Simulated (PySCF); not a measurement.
H6PSi2, SMILES [P]([SiH3])[SiH3], multiplicity 2.

Geometry: B3LYP-D3(BJ)/def2-SVP. The isomer is the one that the SMILES or the coordinates give; other isomers of the formula were not compared.

Level of theory: SMD-PBE0/6-31G* (PySCF).

Solvation free energies are E(SMD) − E(gas) at the gas-phase geometry, for 1 M in both phases. In vacuum the dipole moment is 0.98 D.

Question: Rank water, n-hexane, chloroform by solvation free energy, most negative first.

Answer: chloroform (-0.9 kcal/mol), n-hexane (-0.5 kcal/mol), water (2.2 kcal/mol)
